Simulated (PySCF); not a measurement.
# Reading the logs of faulty runs: BCH7Si2

All numbers below are calculated, not measured. They come from PySCF 2.14.0, an open-source quantum chemistry program, on an isolated molecule that a program drew, which may never have been made. The molecule is BCH7Si2 (charge 0, singlet), drawn as the SMILES string `CB[SiH2][SiH]`.

Each row is a Hartree-Fock (HF) and frozen-core CCSD(T) single point in the cc-pV(D+d)Z basis, meant for a local HF minimum. Run 1 is clean. Each other run has one planted mistake out of seven kinds, and not every kind appears here: one electron removed, one electron added, multiplicity raised by two, geometry at a saddle point, minimal basis STO-3G, one bond length entered in bohr, all coordinates scaled. The reference is restricted for singlets and unrestricted otherwise, and also for a bond in bohr. Adding or removing an electron swaps singlet and doublet. Electrons count all cores. HOMO and LUMO are orbital energies over both spins, the gradient is its largest component, and the lowest frequency (negative if imaginary) is given only where the gradient is small. Bond lengths are over the 10 bonds as drawn. T1 is the CCSD diagnostic: over 0.02 (restricted) or 0.045 (unrestricted) a single reference is doubtful.

Geometry of the clean run:
```xyz
11
BCH7Si2, angstrom
C    -2.3468   -1.5754    0.8422
B    -0.8369   -1.1743    0.6407
Si    0.1514   -1.3390   -1.1369
Si    1.3381   -3.4488   -1.2599
H    -2.9033   -0.6248    0.8541
H    -2.5363   -2.0461    1.8112
H    -2.7767   -2.1888    0.0484
H    -0.2297   -0.7557    1.5944
H    -0.7940   -1.3924   -2.2927
H     1.0860   -0.2069   -1.3761
H     0.1095   -4.2356   -0.8394
```

| run | electrons | basis functions | <S^2> | HOMO (eV) | LUMO (eV) | gradient (hartree/bohr) | lowest frequency (cm^-1) | mean bond (Å) | longest bond (Å) | T1 | HF (hartree) | CCSD(T) (hartree) | mistake |
|---|---|---|---|---|---|---|---|---|---|---|---|---|---|
| 1 | 46 | 109 | 0.000 | -8.36 | 0.06 | 1.8e-05 | 53 | 1.5032 | 2.424 | 0.0164 | -644.41916 | -644.91660 | no fault |
| 2 | 47 | 109 | 0.768 | -1.70 | 6.09 | 1.6e-02 | - | 1.5032 | 2.424 | 0.0237 | -644.44805 | -644.95935 | one electron added |
| 3 | 46 | 109 | 1.106 | -8.69 | 0.19 | 2.0e-02 | - | 1.6104 | 2.424 | 0.0858 | -644.30780 | -644.80154 | one bond length entered in bohr |
| 4 | 46 | 35 | 0.000 | -5.38 | 5.63 | 3.8e-02 | - | 1.5032 | 2.424 | 0.0100 | -636.97377 | -637.19181 | ? |

**Which mistake was planted in run 4, and what did it cost?**

It has 35 basis functions where the clean run has 109, with the same electrons and geometry. So the mistake is: minimal basis STO-3G. Subtracting run 1 and multiplying by 627.51 kcal/mol a hartree, the energy moved by 4672.1 kcal/mol in HF and 4847.4 kcal/mol in CCSD(T).

Cautions from the logs. Run 3: T1 is over the limit, so its CCSD(T) energy is less reliable.
